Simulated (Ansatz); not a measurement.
One geometry of the cluster MgSe₂⁻, several levels of theory.

```yaml
crystal:
  periodic: [false, false, false]
  atoms:
    - {symbol: Mg, position_ang: [1.836636, 0.182483, 0.095271]}
    - {symbol: Se, position_ang: [-0.952946, -0.320896, 1.061028]}
    - {symbol: Se, position_ang: [-0.883689, 0.138413, -1.156299]}
basis:
  gaussian: {orbitals: def2-TZVPD, initial_orbitals: start.molden}
total_charge: -1
magnetization: {spin_polarized: true, initial_magnetization: 1}
hamiltonian: {xc: {name: B2PLYP}}
scf: {omitted_lower_state_checks: [starts]}
```

The file start.molden holds the orbitals of an earlier run on this structure, at another level or in another basis.

```sh
$ ansatz run in.yaml --threads 4 --pin off --events-out ev --progress --plain --max-ram 3916MiB
```

It prints (some lines left out):

```
Functional definition: B2PLYP
1033 factors; integrals over basis functions are off by at most 7.1e-4 eV
mean field evaluation 1: about -136117.1518 eV, gradient 8.3e0 eV
mean field evaluation 2: about -136117.2415 eV, gradient 2.5e-1 eV
mean field evaluation 4: about -136117.3472 eV, gradient 3.3e-1 eV
mean field evaluation 8: about -136117.3489 eV, gradient 8.6e-5 eV
mean field -136117.34891834 eV, -5002.2203090963 hartree, gradient 2.9e-6 eV, S^2 0.761711; 0 other end points of the search recorded, 0 dependent functions left out
19 core orbitals not correlated: weight in the atoms' cores, before any rotation towards them, 1.000 or more for the frozen orbitals, at most 0.000 for the correlated occupied ones
reference -136117.34904832 eV, -5002.2203138727 hartree; 22, 21 occupied and 108, 109 virtual orbitals, 1033 factors
second order -23.66845137 eV of doubles, -0.00000000 eV of singles
Total energy: -136123.73953019 eV, -5002.4551597498 hartree
Checks for a lower state left out: starts
```

Run time 9 s (4 threads of Arm Neoverse V1 on a shared host).

As the first input, with `gaussian: {orbitals: def2-SVPD, initial_orbitals: start.molden}`, `correlation: {method: ccsd_t}`, `scf: {omitted_lower_state_checks: [starts, cluster_reference]}`, `output: {orbitals: {seedname: orbitals}}` and without the key `hamiltonian` (abridged; 35 s):

```
Functional definition: HF
mean field evaluation 16: about -136021.8951 eV, gradient 1.2e-3 eV
mean field -136021.89505877 eV, -4998.7124444580 hartree, gradient 2.9e-6 eV, S^2 0.993875
19 core orbitals not correlated: weight in the atoms' cores, before any rotation towards them, 1.000 or more for the frozen orbitals, at most 0.000 for the correlated occupied ones
second order -13.73768185 eV of doubles, -0.00000000 eV of singles
cycle   1  -13.49116389 eV  change    2.5e-1 eV  update   1.1e-1
cycle   2  -13.94301402 eV  change   -4.5e-1 eV  update   5.5e-2
cycle   3  -14.03477502 eV  change   -9.2e-2 eV  update   4.0e-2
cycle   4  -14.04568544 eV  change   -1.1e-2 eV  update   2.6e-2
cycle   5  -14.08575629 eV  change   -4.0e-2 eV  update   1.2e-2
cycle   6  -14.08934418 eV  change   -3.6e-3 eV  update   4.7e-3
cycle   7  -14.08890100 eV  change    4.4e-4 eV  update   1.5e-3
cycle   8  -14.09007100 eV  change   -1.2e-3 eV  update   7.9e-4
cycle   9  -14.08987124 eV  change    2.0e-4 eV  update   5.9e-4
cycle  10  -14.08971478 eV  change    1.6e-4 eV  update   5.2e-4
cycle  11  -14.09012103 eV  change   -4.1e-4 eV  update   4.5e-4
cycle  12  -14.08999315 eV  change    1.3e-4 eV  update   3.3e-4
cycle  13  -14.09010974 eV  change   -1.2e-4 eV  update   1.6e-4
cycle  14  -14.08999549 eV  change    1.1e-4 eV  update   6.8e-5
cycle  15  -14.08997210 eV  change    2.3e-5 eV  update   3.1e-5
perturbative correction -0.50490565 eV, -0.0185549402 hartree
Total energy: -136036.48993652 eV, -4999.2487963225 hartree
Checks for a lower state left out: starts, cluster_reference
```

As the first input, with `hamiltonian: {xc: pbe0, dispersion: d4}`, `output: {orbitals: {seedname: orbitals}}` (abridged; 11 s):

```
Functional definition: PBE0
mean field evaluation 16: about -136127.8406 eV, gradient 5.8e-1 eV
mean field -136127.84856052 eV, -5002.6061638292 hartree, gradient 6.3e-6 eV, S^2 0.756062
Total energy: -136127.95742592 eV, -5002.6101645589 hartree
Checks for a lower state left out: starts
```

The first input with `hamiltonian: {xc: r2scan, dispersion: d4}`, `output: {orbitals: {seedname: orbitals}}` (abridged; 9.5 s):

```
Functional definition: r2SCAN
mean field -136144.78969982 eV, -5003.2287392154 hartree, gradient 1.4e-5 eV, S^2 0.759115
Total energy: -136144.81286722 eV, -5003.2295906016 hartree
Checks for a lower state left out: starts
```

The first input with `hamiltonian: {xc: pbe, dispersion: d4}`, `output: {forces: true, orbitals: {seedname: orbitals}}` (abridged; 3.5 s):

```
Functional definition: PBE
mean field -136123.38691601 eV, -5002.4422014178 hartree, gradient 1.4e-5 eV, S^2 0.752606
Total energy: -136123.51550330 eV, -5002.4469269134 hartree
Atom 0 force    -0.510257    -0.050700    -0.026458 eV/Å
Atom 1 force     0.224093    -0.180565     1.007298 eV/Å
Atom 2 force     0.286165     0.231265    -0.980840 eV/Å
Dipole moment:    -0.731993    -0.072727    -0.037932 e Å
Checks for a lower state left out: starts
```

First input, but with `hamiltonian: {xc: {name: LC-wPBE}}`, `output: {orbitals: {seedname: orbitals}}` (abridged; 9.5 s):

```
Functional definition: LC-wPBE
mean field -136125.63758595 eV, -5002.5249120125 hartree, gradient 4.7e-6 eV, S^2 0.762356
Total energy: -136125.63758595 eV, -5002.5249120127 hartree
Checks for a lower state left out: starts
```

Geometry: PBE0-D4/def2-TZVPD.

LC-ωPBE has ω = 0.4 bohr⁻¹. Correlated methods freeze 19 core orbitals; core or outer-core shells of Mg, Se are correlated, in sets that lack core-valence functions. At CCSD(T)/def2-SVPD the charge -1 doublet is spin-contaminated (final ⟨S²⟩ up to 0.99, 0.75 for a pure state). At r2SCAN-D4/def2-TZVPD, PBE-D4/def2-TZVPD the highest occupied level of the charge -1 doublet lies above zero (up to 0.17 eV). It is a level of β spin, whose loss leaves a triplet; that state wasn't run at this geometry and level. The electron is either unbound and held by the finite basis, or the level is raised by self-interaction error. At r2SCAN-D4/def2-TZVPD, PBE-D4/def2-TZVPD the gap within one spin of the charge -1 doublet nearly closes, so an electron or hole may be smeared out by delocalisation error. Another isomer (doublet) lies 1.26 eV lower at PBE0-D4/def2-TZVPD; other spin states weren't run for this one.
